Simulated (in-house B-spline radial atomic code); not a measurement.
Configurations of the titanium ion Ti³⁺, with energies counted from [Ar] 3d1. Method: scalar-relativistic (X2C) B3LYP, spin-polarised, spherical fractional occupations, Fermi nucleus of rms radius 3.5921 fm. Calculated with a radial B-spline atomic code at the basis-set limit. Shells without spins written out take the highest spin.

Caution: exact exchange at fractional occupations of open shells leaves self-interaction of up to several eV.

Occupations are held fixed; configurations that lie above the ionisation limit could autoionise.

| configuration | E - E(ref) (eV) | highest orbital | its <r> (bohr) |
| --- | --- | --- | --- |
| [Ne] 3s2 3p5 3d2 | 36.271 | 3d up | 1.245 |
| [Ne] 3s2 3p(2 up, 3 down) 3d(2 up, 0 down) | 38.894 | 3d up | 1.264 |
| [Ne] 3s2 3p5 3d1 4s1 | 46.884 | 4s up | 2.496 |
| [Ne] 3s2 3p5 3d1 4p1 | 53.396 | 4p up | 2.81 |
| [Ne] 3s2 3p5 3d1 4d1 | 61.838 | 4d up | 3.546 |

(1) Order these further configurations by energy, lowest first.
A. [Ar] 4f(0 up, 1 down)
B. [Ne] 3s2 3p5 3d1 4f1
C. [Ne] 3s2 3p(3 up, 2 down) 3d(0 up, 1 down) 4d(0 up, 1 down)
D. [Ar] 4d1
E. [Ar] 4s(0 up, 1 down)

(2) How far above the reference does [Ar] 4p1 lie?

Results:

(1) E (8.4209 eV), D (23.158 eV), A (28.423 eV), C (63.392 eV), B (67.261 eV).

(2) 14.827 eV; its least bound orbital is 4p up with <r> = 2.846 bohr.
